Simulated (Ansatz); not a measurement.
Stepwise reaction of `CB(O)O` with hydrogen, as a gas-phase model of exchange steps in deposition or etching. ΔE in kJ/mol; ΔG adds harmonic PBE0-D4 terms to CCSD(T)/CBS, at 1 bar.

Computed with Ansatz on PBE0-D4/def2-TZVP structures; ΔE is electronic, products minus reactants. CBS: MP2 limit from def2 TZ/QZ plus the TZ coupled-cluster correction, frozen cores. This one scheme is used for every species. Functionals use def2-TZVPP. B3LYP here is the variant with VWN-RPA as its local correlation; programs differ in this. One conformer a species, not always the lowest.

```csv
step,reaction,PBE-D4,B3LYP-D4,ωB97M-V,CCSD(T)/CBS,ΔG(500 K)
1,`CB(O)O` + H₂ → `CBO` + H₂O,102.2,103.9,103.9,99.4,98.5
```

Problem. Give the row of step 2, `CBO` + H₂ → `BC` + H₂O. (An estimate is asked.)

Solution. The calculation gave: 
```csv
step,reaction,PBE-D4,B3LYP-D4,ωB97M-V,CCSD(T)/CBS,ΔG(500 K)
2,`CBO` + H₂ → `BC` + H₂O,135.1,132.8,132.3,127.0,118.4
```

Problem. By hand: ΔE of the 2 steps together at CCSD(T)/CBS.

Solution. (99.4) + (127.0) = 226.4 kJ/mol, or 113.2 kJ/mol a step.

In ΔE each step is higher than the one before. All are uphill at CCSD(T)/CBS. ΔG lies between 98.5 and 118.4 kJ/mol a step. PBE-D4 differs from CCSD(T)/CBS by 2.8 to 8.1 kJ/mol a step. Isolated molecules leave out the surface, adducts and barriers. Largest T1 diagnostic: 0.012.
